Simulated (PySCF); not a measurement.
## C9H9: g tensor and hyperfine couplings

Compound: C9H9 (doublet state).
SMILES with atom numbers: `[CH2:1]=[CH:2][C:3]=[CH:4][C:5]#[C:6][CH:7]1[CH2:8][CH2:9]1` (hydrogens: H10, H11 on C1; H12 on C2; H13 on C4; H14 on C7; H15, H16 on C8; H17, H18 on C9)

Cartesian coordinates in Å at the GFN2-xTB level; atoms count from 1:
```xyz
18
C9H9 angstrom
C      4.3681   -0.1466   -1.1401
C      3.6158    0.2207   -0.0491
C      2.5087   -0.4132    0.3743
C      1.4390   -1.0221    0.7923
C      0.1281   -0.7057    0.3582
C     -0.9865   -0.4445   -0.0157
C     -2.3164   -0.1424   -0.4361
C     -3.2767    0.4814    0.5452
C     -3.4666   -0.9393    0.1239
H      4.0929   -0.9921   -1.7443
H      5.2451    0.4071   -1.4181
H      3.9306    1.0863    0.5269
H      1.4982   -1.8299    1.5206
H     -2.3855    0.1768   -1.4704
H     -2.9174    0.6721    1.5449
H     -3.9626    1.2285    0.1752
H     -4.2853   -1.1799   -0.5376
H     -3.2381   -1.7157    0.8383
```

The hyperfine couplings belong to this conformer and change with its torsions.

Method used: UKS B3LYP, pcH-1 on C H, non-relativistic, mean-field spin-orbit, GIAO (PySCF). Isolated species at its GFN2-xTB geometry, gas phase. Couplings are sensitive to structure, and on GFN2-xTB geometries they can be far from those on DFT ones. Stability of the SCF solution: not tested. ⟨S²⟩ is 0.778 where a pure state has 0.75.

- g1, g2, g3: 2.00216, 2.00229, 2.00277
- g_iso: 2.00241
- Form of g: rhombic: the two nearest values differ by 22 % of g3 − g1
- ⟨S²⟩: 0.7778 (exact 0.7500)
- α and β electrons: 32, 31

Isotropic coupling and dipolar principal values T1 to T3, in MHz:

```tsv
atom	isotope	a_iso	T1	T2	T3	Mulliken spin population
C1	13C	63.0	-55.1	-53.5	108.6	0.72
C2	13C	-51.7	-28.2	10.9	17.3	-0.26
C3	13C	56.3	-55.6	-39.9	95.5	0.63
C4	13C	-36.8	-10.4	2.8	7.6	-0.10
C5	13C	73.6	-2.8	-1.0	3.8	0.04
C6	13C	3.1	-4.7	1.2	3.5	-0.02
C7	13C	1.4	-0.2	-0.1	0.3	0.00
C8	13C	-1.9	-0.4	0.2	0.2	0.00
C9	13C	-0.3	-0.1	0.0	0.1	0.00
H10	1H	-43.3	-23.4	-1.8	25.2	-0.03
H11	1H	-44.5	-26.9	-0.4	27.3	-0.03
H12	1H	17.5	-5.4	-1.0	6.4	0.01
H13	1H	103.2	-3.5	-2.4	5.9	0.05
H14	1H	-0.9	-0.4	-0.3	0.7	0.00
H15	1H	0.2	-0.5	-0.1	0.6	0.00
H16	1H	-0.2	-0.2	-0.1	0.3	0.00
H17	1H	-0.1	-0.2	-0.1	0.3	0.00
H18	1H	0.0	-0.3	-0.2	0.5	0.00
```

The Mulliken spin populations are largest on C1 (+0.72), C3 (+0.63), C2 (-0.26) and C4 (-0.10). The positive populations add up to 1.45 and the negative ones to -0.45, together 2S = 1. The angles at C1 add up to 360.0°, so it is planar; its axial dipolar tensor and the negative couplings of its protons fit spin in a p orbital normal to that plane.

Axes: g2 points within 10° of the C3–C4 bond.

Under fast tumbling the dipolar parts average out, and these isotropic splittings remain: 1 × 1H (H13, I = 1/2, 2 lines) with 3.68 mT, 1 × 1H (H11, I = 1/2, 2 lines) with 1.59 mT, 1 × 1H (H10, I = 1/2, 2 lines) with 1.55 mT, 1 × 1H (H12, I = 1/2, 2 lines) with 0.63 mT and 1 × 1H (H14, I = 1/2, 2 lines) with 0.03 mT.

The 13C coupling of C5 (73.6 MHz) shows only in satellite lines or after enrichment, since that isotope makes up about 1.07 % of natural carbon.

The spin density at the nucleus, in bohr⁻³, is negative for C2 (-0.0460), C4 (-0.0328) and H11 (-0.0100), for instance. A restricted open-shell determinant has no negative spin density anywhere; here it arises because α and β orbitals differ (spin polarisation).
